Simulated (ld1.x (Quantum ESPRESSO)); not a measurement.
## Pseudopotential generation for iron: PAW, LDA (PZ), scalar-relativistic.

ld1.x (Quantum ESPRESSO) 7.5 was run on this input:

```
&input
   title='Fe', zed=26., rel=1, dft='PZ', iswitch=3,
   config='[Ar] 3d6 4s1 4p0',
   nld=3, rlderiv=1.50, eminld=-10.0, emaxld=5.0, deld=0.04
 /
 &inputp
   pseudotype=3, lpaw=.true., tm=.true., lloc=-1, rcloc=1.00,
   nlcc=.true.,
   which_augfun='PSQ', rmatch_augfun_nc=.true.,
   file_pseudopw='Fe.UPF', file_wfcaegen='ae.wfc', file_wfcncgen='nc.wfc', file_beta='beta', file_chi='chi', file_wfcusgen='us.wfc'
 /
6
3S  1  0   2.00   0.00  1.10  1.35  0.0
4S  2  0   1.00   0.00  1.10  1.35  0.0
3P  2  1   6.00   0.00  1.25  1.35  0.0
4P  3  1   0.00   0.00  1.25  1.35  0.0
3D  3  2   6.00   0.00  1.00  1.15  0.0
3D  3  2   0.00  -0.35  1.00  1.15  0.0
 &test
   configts(1)='3s2 3p6 3d6 4s1 4p0'
 /
```

Command:

```bash
ld1.x < Fe.in > Fe.out
```

Resulting log (shortened: banner, matrices, multipoles, cross overlaps and the repeated all-electron block are left out):

```
Program LD1 v.7.5
     --------------------------- All-electron run ----------------------------

     Fe
     scalar relativistic calculation

     atomic number is 26.00
     dft =PZ   lsd =0 sic =0 latt =0  beta=0.20 tr2=1.0E-14
     Exchange-correlation= PZ
                           (   1   1   0   0   0   0   0)
     mesh =1191 r(mesh) = 101.18024 a.u. xmin = -7.00 dx = 0.01250
     1 Ry =  13.60569312 eV, c = 137.03599908

     n l     nl                  e(Ry)          e(Ha)          e(eV)
     1 0     1S 1( 2.00)      -513.8993      -256.9496     -6991.9561
     2 0     2S 1( 2.00)       -60.7380       -30.3690      -826.3821
     2 1     2P 1( 6.00)       -51.9267       -25.9633      -706.4986
     3 0     3S 1( 2.00)        -7.5054        -3.7527      -102.1166
     3 1     3P 1( 6.00)        -5.0377        -2.5188       -68.5411
     3 2     3D 1( 6.00)        -1.1959        -0.5980       -16.2716
     4 0     4S 1( 1.00)        -0.9286        -0.4643       -12.6340
     4 1     4P 1( 0.00)        -0.5547        -0.2773        -7.5469

     final scf error:  4.8E-15 reached in  26 iterations

     Etot =   -2539.710356 Ry,   -1269.855178 Ha,  -34554.519721 eV

     Ekin =    2568.932686 Ry,    1284.466343 Ha,   34952.109785 eV
     Encl =   -6062.456900 Ry,   -3031.228450 Ha,  -82483.928154 eV
     Eh   =    1059.888068 Ry,     529.944034 Ha,   14420.511793 eV
     Exc  =    -106.074210 Ry,     -53.037105 Ha,   -1443.213145 eV

     normalization and overlap integrals

     s(1S/1S) =  1.000000  <r> =   0.0586  <r2> =    0.0046  r(max) =   0.0385
     s(2S/2S) =  1.000000  <r> =   0.2675  <r2> =    0.0845  r(max) =   0.2241
     s(2P/2P) =  1.000000  <r> =   0.2358  <r2> =    0.0684  r(max) =   0.1790
     s(3S/3S) =  1.000000  <r> =   0.8126  <r2> =    0.7631  r(max) =   0.6990
     s(3P/3P) =  1.000000  <r> =   0.8590  <r2> =    0.8718  r(max) =   0.7167
     s(3D/3D) =  1.000000  <r> =   1.1124  <r2> =    1.6390  r(max) =   0.7078
     s(4S/4S) =  1.000000  <r> =   2.6854  <r2> =    8.2462  r(max) =   2.2635
     s(4P/4P) =  1.000000  <r> =   3.3747  <r2> =   13.1180  r(max) =   2.7994

     ------------------------ End of All-electron run ------------------------

     --------------------- Generating PAW atomic setup --------------------

      Generating local potential from pseudized AE potential:
      Matching radius rcloc =   1.0000

      Local pseudo, rcloc= 0.992 Estimated cut-off energy=    24.77 Ry

      Computing core charge for nlcc:

       r > 0.39 : true rho core
       r < 0.39 : rho core = a sin(br)/r    a=  47.26  b=   6.70

      Integrated core pseudo-charge :   3.75
      Wfc-us  3S rcutus= 1.339  Estimated cut-off energy=    30.13 Ry
      Wfc-us  4S rcutus= 1.339  Estimated cut-off energy=    61.59 Ry
      Wfc-us  3P rcutus= 1.339  Estimated cut-off energy=    46.55 Ry
      Wfc-us  4P rcutus= 1.339  Estimated cut-off energy=    85.96 Ry
      Wfc-us  3D rcutus= 1.152  Estimated cut-off energy=    85.95 Ry
      Wfc-us  3D rcutus= 1.152  Estimated cut-off energy=    90.10 Ry

     Required augmentation: PSQ   radius:    1.350000

     Q pseudized with Bessel functions
     Expected ecutrho=     461.7078 due to l1=  2   l2=  2

     Estimated PAW energy = -323.348630 Ryd

     ------------------- End of pseudopotential generation -------------------

     Computing logarithmic derivative in   1.50783
     Computing logarithmic derivative in   1.50783
     Computing the partial wave expansion
     R is outside the sphere for l=    0 j= 0.00
     R is outside the sphere for l=    0 j= 0.00
     R is outside the sphere for l=    1 j= 0.00
     R is outside the sphere for l=    1 j= 0.00
     R is outside the sphere for l=    2 j= 0.00
     R is outside the sphere for l=    2 j= 0.00

     ---------------------- Testing the pseudopotential ----------------------

     Fe
     scalar relativistic calculation

     atomic number is 26.00   valence charge is 16.00
     dft = SLA  PZ   NOGX NOGC   lsd =0 sic =0 latt =0  beta=0.20 tr2=1.0E-14
     mesh =1191 r(mesh) = 101.18024 xmin = -7.00 dx = 0.01250

     n l     nl             e AE (Ry)        e PS (Ry)    De AE-PS (Ry)
     1 0     3S   1( 2.00)       -7.50543       -7.50541       -0.00002
     2 1     3P   1( 6.00)       -5.03768       -5.03766       -0.00002
     3 2     3D   1( 6.00)       -1.19594       -1.19593       -0.00001
     2 0     4S   1( 1.00)       -0.92859       -0.92858       -0.00001
     3 1     4P   1( 0.00)       -0.55469       -0.55468       -0.00001

     eps = 1.2E-15  iter = 13

     Etot =   -2539.710356 Ry,   -1269.855178 Ha,  -34554.519721 eV
     Etotps =  -323.348646 Ry,    -161.674323 Ha,   -4399.382455 eV

     Ekin =     280.559101 Ry,     140.279550 Ha,    3817.201025 eV
     Encl =    -698.968836 Ry,    -349.484418 Ha,   -9509.955483 eV
     Ehrt =     201.135368 Ry,     100.567684 Ha,    2736.586098 eV
     Ecxc =    -106.074279 Ry,     -53.037140 Ha,   -1443.214095 eV
     (Ecc =     -12.287408 Ry,      -6.143704 Ha,    -167.178707 eV)

     ---------------------- End of pseudopotential test ----------------------
```

The ghost test of this file was not conclusive. Its overlap operator is not positive definite in a basis up to 400 Ry (lowest eigenvalue p -0.52), so the file is unfit for use: the generalised eigenproblem breaks down once the basis is large enough, and its test numbers describe a broken file.

Generation and configuration tests took about 0.79 s on one core of a shared server CPU.
